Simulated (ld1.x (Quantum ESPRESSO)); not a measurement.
Varying the PAW potential for Ti

Base potential:

| Quantity | Value |
| --- | --- |
| Element | Ti |
| Generator | ld1.x (Quantum ESPRESSO) 7.5 |
| Type | PAW |
| Functional | LDA (PZ) |
| Relativity | non-relativistic |
| Frozen core | [Ne] |
| Valence charge | 12 |
| Reference configuration | 3s2 3p6 3d2 4s2 4p0 |
| Partial waves | 3s (bound): rcut 1.45, rcutus 1.55 bohr; 4s (bound): rcut 1.45, rcutus 1.55 bohr; 3p (bound): rcut 1.50, rcutus 1.75 bohr; 4p (bound, empty): rcut 1.50, rcutus 1.75 bohr; 3d (bound): rcut 1.15, rcutus 1.40 bohr; 3d channel at 1.1 Ry: rcut 1.15, rcutus 1.40 bohr |
| Local potential | all-electron potential smoothed inside 1.45 bohr (lloc = -1) |
| Core correction | Bessel-smoothed model core inside 1.35 bohr |
| Augmentation charge | BESSEL, radius 1.15 bohr |

All-electron outer shells of the reference configuration (LDA (PZ), non-relativistic, ld1.x):

| shell | level (eV) | outermost node (bohr) | outermost maximum (bohr) |
| --- | --- | --- | --- |
| 2p | -443.16 | – | 0.22 |
| 3s | -61.43 | 0.40 | 0.88 |
| 3p | -38.71 | 0.37 | 0.90 |
| 3d | -4.62 | – | 0.97 |
| 4s | -4.56 | 1.25 | 2.92 |
| 4p | -1.55 | 1.39 | 3.80 |

Cutoffs, loose and tight: the cutoffs (Ry, on a coarse ladder) from which the occupation-weighted sum of valence levels, in a spherical-Bessel basis at the reference potential, stays within 10 and 1 mRy of its value at 400 Ry. They do not see the model core or the augmentation charge, which bear on the density cutoff. Test errors are all-electron minus pseudo excitation energies from the reference, over the configurations 3s2 3p6 3d2 4s1 4p0; 3s2 3p6 3d2 4s0 4p0; 3s2 3p6 3d1 4s0 4p0; 3s2 3p6 3d2 4s1.5 4p0; 3s2 3p6 3d3 4s1 4p0; 3s2 3p6 3d0 4s0 4p0; 3s2 3p6 3d1 4s2 4p0 (two spin-polarised tests are not counted in the largest error). A dash means not determined; rows that change the core or the reference have their own tests. The largest error is taken over the tests solved by every variant that gives reliable tests at all: 3s2 3p6 3d1 4s0 4p0; 3s2 3p6 3d1 4s2 4p0; 3s2 3p6 3d2 4s0 4p0; 3s2 3p6 3d2 4s1 4p0; 3s2 3p6 3d2 4s1.5 4p0; 3s2 3p6 3d3 4s1 4p0.

Cutoffs are not given where the Bessel-basis levels miss the radial ones by over 6 mRy, ghosts where they miss by over 20 mRy; a channel whose overlap is not positive is not tested.

A file whose overlap is not positive is unfit for use, and its test errors describe a broken file.

| change | outcome | cutoff, loose | cutoff, tight | bound ghosts | largest test error (meV) |
| --- | --- | --- | --- | --- | --- |
| base | generated, overlap not positive | – | – | not determined (overlap not positive) | +15 |
| waves 3p (bound): rcut 1.30, rcutus 1.38 bohr; 4p (bound): rcut 1.30, rcutus 1.38 bohr | generated | 50 Ry | 80 Ry | none | -1.0 |
| waves 3p (bound): rcut 1.50, rcutus 1.60 bohr; 4p (bound): rcut 1.50, rcutus 1.60 bohr | generated | 50 Ry | 80 Ry | none | -1.7 |
| waves 3p (bound): rcut 1.50, rcutus 2.42 bohr; 4p (bound): rcut 1.50, rcutus 2.42 bohr | generated | 50 Ry | 80 Ry | none | -9.4 |
| waves 3p (bound): rcut 1.50, rcutus 2.54 bohr; 4p (bound): rcut 1.50, rcutus 2.54 bohr | generated | 50 Ry | 80 Ry | none | -11 |

Task: What comes out with this change to the base: waves 3p (bound): rcut 1.50, rcutus 1.92 bohr; 4p (bound): rcut 1.50, rcutus 1.92 bohr?

Result: outcome: generated, overlap not positive; bound ghosts: not determined (overlap not positive); largest test error (meV): -170. A file whose overlap is not positive is unfit for use, and its test errors describe a broken file.

Task: What comes out with this change to the base: waves 3p (bound): rcut 1.50, rcutus 2.06 bohr; 4p (bound): rcut 1.50, rcutus 2.06 bohr?

Result: outcome: generated, overlap not positive; bound ghosts: not determined (overlap not positive); largest test error (meV): -279. A file whose overlap is not positive is unfit for use, and its test errors describe a broken file.

Task: What comes out with this change to the base: waves 3p (bound): rcut 1.12, rcutus 1.18 bohr; 4p (bound): rcut 1.12, rcutus 1.18 bohr?

Result: outcome: generated; cutoff, loose: 55 Ry; cutoff, tight: 100 Ry; bound ghosts: none; largest test error (meV): -1.3.

Reading the sweep of the p radius (base included, trends over the rows without a ghost): The loose cutoff stays near 50 Ry. The median size of the test errors (rows with all tests solved) rises from 0.1 meV at 1.38 to 1.2 meV at 2.54 bohr. More of the atom is replaced by a form fitted at one configuration, so other configurations suffer as the radius grows.
